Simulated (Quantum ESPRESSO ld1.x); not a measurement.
Excited configurations of In XX: one electron is placed in a higher orbital outside [Ar] 3d10 4s1. The ground configuration is [Ar] 3d10 4s2. All-electron calculation, Dirac Kohn-Sham, PBEsol, spin-unpolarised, spherical densities, point nucleus; open shells are shared between the two j in proportion to 2j + 1. Program: ld1.x of Quantum ESPRESSO 7.5. Excitation = E - E(ground); binding = E(ion) - E, where the ion is the core of charge +20; n* = 20/sqrt(2 binding) in atomic units. These energies are relativistic, and a one-electron ion of charge +20 with no core already has n* below n in this formula (Dirac formula, point nucleus, mean over j: 4p 3.995, 5d 4.997, 6p 5.994, 6d 5.997, 6f 5.998, 7f 6.998). The quantum defect is therefore taken as that value minus n*, so that it holds no relativistic shift of the bare ion. Eigenvalue and <r> are those of j = l + 1/2.

outer orbital  excitation (eV)  binding (eV)     n*  quantum defect  eigenvalue (eV)  <r> (bohr)
4p                      48.816        516.24  3.247           0.748          -498.27      0.7673
5d                      299.42        265.64  4.526           0.471          -258.33       1.403
6p                      369.03        196.02  5.269           0.725          -190.57       2.056
6d                      386.77        178.28  5.525           0.472          -173.62       2.157
6f                      404.17        160.88  5.816           0.182          -156.50       2.236
7f                      447.48        117.58  6.803           0.195          -114.66       3.176

The Delta-SCF ionisation energy is 565.06 eV (NIST Atomic Spectra Database: 560 eV, theoretical). Self-interaction in the functional shifts the binding energies and quantum defects, so they are the method's values and not measured ones. Spin polarisation and multiplet splitting are left out, so open shells lie too high by an amount that depends on their filling.

Beside tabulated values, note that spin-unpolarised runs miss the spin-polarisation part of the exchange energy of open shells.
